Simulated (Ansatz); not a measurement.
Consider the substitution at a C–N bond: `CNC[SeH]` + `N[SiH](N)[SiH3]` → `CN[SiH](N)[SiH3]` + `NC[SeH]`.

Gas-phase electronic energies from Ansatz, PBE0-D4/def2-TZVP geometries. CCSD(T)/CBS adds triple-zeta CCSD(T) − MP2 to the extrapolated MP2 energy (def2 sets, frozen cores). DFT in def2-TZVPP. B3LYP here is the variant with VWN-RPA as its local correlation; programs differ in this. For Se outer-core shells are correlated without core-valence functions, which leaves a few kJ/mol of doubt a bond. Scalar relativity is left out up to krypton. One conformer a species, not always the lowest.

```csv
level,ΔE (kcal/mol),difference from CCSD(T)/CBS
PBE-D4,3.0,-0.6
r2SCAN-D4,3.6,0.0
PBE0-D4,3.1,-0.5
B3LYP-D4,3.1,-0.5
ωB97X-V,3.4,-0.2
ωB97M-V,3.4,-0.2
B2PLYP,3.6,0.0
PBE,3.2,-0.4
r2SCAN,3.7,0.1
PBE0,3.4,-0.2
B3LYP,3.4,-0.2
HF/def2-TZVPP,3.8,0.2
MP2/def2-TZVPP,3.9,0.3
SCS-MP2/def2-TZVPP,3.8,0.2
CCSD/def2-TZVPP,3.6,0.0
CCSD(T)/def2-TZVPP,3.6,0.0
HF/def2-QZVPP,3.8,0.2
MP2/def2-QZVPP,4.0,0.4
SCS-MP2/def2-QZVPP,3.8,0.2
HF/CBS(def2),3.8,0.2
MP2/CBS(def2),4.0,0.4
CCSD/CBS(def2),3.6,0.0
CCSD(T)/CBS,3.6,0
```

Largest T1 diagnostic among the species: 0.011.
